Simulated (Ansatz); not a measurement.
Basis-set extrapolation for CH₇BOSi, SMILES `CB[SiH2]O` (PBE0-D4/def2-TZVP geometry, frozen core, Ansatz). Multiplicity 1, RHF reference.

```json
{"": "HF", "def2-TZVPP": "-430.517355", "def2-QZVPP": "-430.533466"}
{"": "MP2 correlation", "def2-TZVPP": "-0.642653", "def2-QZVPP": "-0.689506"}
{"": "CCSD(T) correlation", "def2-TZVPP": "-0.714361", "def2-QZVPP": "not run"}
```

Energies in hartree. Use E(X) = E(∞) + A·exp(−7.88·√X) for Hartree–Fock and E(X) = E(∞) + B·X^(−2.97) for correlation, with X = 3 and 4, and add CCSD(T) minus MP2 of the smaller set to the MP2 limit.

Q: What is the CCSD(T) energy at the basis-set limit?

A: HF limit: -430.533466 + (-0.016111) × 0.13774 = -430.53569. MP2 limit: -0.689506 + (-0.046853) × 0.74074 = -0.72421. Higher-order term: -0.714361 − (-0.642653) = -0.07171. Total: -431.33161 hartree, 262.3 kJ/mol below CCSD(T)/def2-TZVPP.
